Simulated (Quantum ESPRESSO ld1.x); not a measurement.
Results of a calculation; reference values are marked as such.
Q: The table gives one normalised radial function P(r) = r R(r) of Sc in [Ar] 4s2 4f1 (r in bohr). Level of theory: scalar-relativistic Kohn-Sham, LDA (Slater exchange, Perdew-Wang correlation), spin-polarised, spherical densities, point nucleus; open shells are filled with parallel spins first (ld1.x of Quantum ESPRESSO 7.5).

r,P
0.005319,0.0341
0.006242,0.0392
0.007266,0.0445
0.008527,0.0507
0.01001,0.0575
0.01174,0.0647
0.01378,0.0724
0.01617,0.0803
0.01898,0.0881
0.02227,0.0953
0.02613,0.1016
0.03067,0.1060
0.03599,0.1079
0.04223,0.1060
0.04917,0.0997
0.0577,0.0874
0.06771,0.0680
0.07946,0.0411
0.09325,0.0066
0.1094,-0.0344
0.1284,-0.0791
0.1507,-0.1235
0.1768,-0.1616
0.2075,-0.1862
0.2435,-0.1897
0.2858,-0.1657
0.3354,-0.1112
0.3904,-0.0331
0.4582,0.0686
0.5377,0.1744
0.631,0.2633
0.7404,0.3125
0.8689,0.3032
1.02,0.2265
1.197,0.0877
1.404,-0.0939
1.648,-0.2883
1.934,-0.4620
2.269,-0.5856
2.663,-0.6395
3.1,-0.6208
3.638,-0.5370
4.269,-0.4118
5.01,-0.2773
5.88,-0.1619
6.9,-0.0811
8.097,-0.0344
9.502,-0.0122
11.15,-0.0035
13.09,-0.0008
15.36,-0.0001
18.02,0.0000
20.98,0.0000
24.62,0.0000
28.89,0.0000
33.9,0.0000
39.78,0.0000
46.69,0.0000
54.79,0.0000

Which n and l does it have? It may be an empty orbital.

A: n = 4, l = 0: the number of nodes gives n - l - 1 = 3, the rise at small r (about r^(l+1)) gives l, and the extent must fit the shell. The curve is that of 4s down; the table hardly tells the two spins apart. 4s down: eigenvalue -9.641 eV, 3 radial nodes at r = 0.0958, 0.412, 1.30 bohr, <r> = 3.14 bohr, 90 % of the charge inside 4.61 bohr.
